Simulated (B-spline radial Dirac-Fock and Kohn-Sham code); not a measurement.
I²⁶⁺: scattering cross sections and density moments

System: I²⁶⁺ in the configuration [Ar] 3d9.

Input file task.json (cfg lists n, l and occupation; rrms is the nuclear radius in fm):

```json
{"items": [{
  "Z": 53,
  "q": 26,
  "cfg": [[1, 0, 2], [2, 0, 2], [2, 1, 6], [3, 0, 2], [3, 1, 6], [3, 2, 9]],
  "A": 127,
  "rrms": 4.75,
  "do": ["scatter"],
  "s": [0.0, 0.05, 0.1, 0.15, 0.2, 0.25, 0.3, 0.35, 0.4, 0.45, 0.5, 0.6, 0.7, 0.8, 0.9, 1.0, 1.1, 1.2, 1.4, 1.6, 1.8, 2.0, 2.5, 3.0, 3.5, 4.0, 5.0, 6.0],
  "pz": [0, 0.1, 0.14, 0.2, 0.29, 0.41, 0.58, 0.83, 1.2, 1.7, 2.4, 3.4, 4.9, 6.9, 9.9, 14.0, 20.0, 28.0, 41.0, 58.0, 82.0],
  "hv_scatter": [1000, 2000, 5000, 10000, 17479.3, 50000, 100000, 200000]
}]}
```

Run with: `python xray_run.py task.json out`

Calculated with a radial B-spline solver, using relativistic Hartree-Fock (Dirac-Fock) wave functions, averaged over the configuration.

- Sum of ⟨r⟩: 5.805 bohr
- Sum of ⟨r²⟩: 1.758 bohr²
- Sum of ⟨1/r⟩: 292.41 per bohr
- Langevin diamagnetic susceptibility: -1.39 × 10⁻⁶ cm³/mol
- Lamb shielding (α²/3)Σ⟨1/r⟩: 5190 ppm

Coherent scattering is the Thomson cross section weighted by f₀², without anomalous dispersion; incoherent scattering is Klein-Nishina weighted by S. The Lamb formula is the non-relativistic shielding expression. Electron correlation is left out. A dash stands where the photon energy is too low for the impulse approximation behind that column.

| hν (keV) | coherent (b) | incoherent (b) | incoherent per electron (b) |
| --- | --- | --- | --- |
| 1 | 483.5 | – | – |
| 2 | 479.0 | – | – |
| 5 | 449.5 | – | – |
| 10 | 365.9 | 1.892 | 0.0701 |
| 17.4793 | 238.8 | 4.199 | 0.156 |
| 50 | 60.10 | 9.332 | 0.346 |
| 100 | 19.31 | 10.70 | 0.396 |
| 200 | 5.670 | 10.00 | 0.370 |

Incoherent scattering overtakes coherent scattering between 100 and 200 keV.
